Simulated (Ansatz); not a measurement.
`CO[SiH]1C=N1`, relaxed with RKS PBE0-D4/def2-TZVP in the Gaussian-basis code of Ansatz from a PBE-D4/def2-SVP geometry. The force threshold is 0.005 eV/Å; the program also tests the step.

Charge 0, multiplicity 1.

Start:

```xyz
10

C     1.783   -0.353    0.423
O     0.771    0.370   -0.262
Si   -0.806   -0.145   -0.418
C    -2.147    1.023   -0.539
N    -2.095    0.554    0.671
H     2.770   -0.039    0.027
H     1.760   -0.142    1.514
H     1.691   -1.455    0.281
H    -0.893   -1.600   -0.730
H    -2.833    1.787   -0.967
```

Task: By how much does the energy fall, and how many steps does the optimiser take? (Estimate.)

Result: Computed: 2.31 kcal/mol, in 10 steps.

Task: Which bonds change most? (Estimate.)

Result: The calculation gave: Si3–N5 from 1.827 to 1.767 Å; O2–Si3 from 1.666 to 1.624 Å; Si3–C4 from 1.783 to 1.756 Å; C4–H10 from 1.113 to 1.092 Å.

Task: Give the relaxed structure. (An estimate is asked.)

Result: Computed: 
```xyz
10

C     1.780   -0.370    0.421
O     0.709    0.433   -0.028
Si   -0.802   -0.097   -0.307
C    -2.135    1.007   -0.600
N    -2.168    0.553    0.606
H     2.691   -0.049   -0.086
H     1.912   -0.249    1.499
H     1.617   -1.432    0.204
H    -0.794   -1.531   -0.651
H    -2.809    1.735   -1.058
```
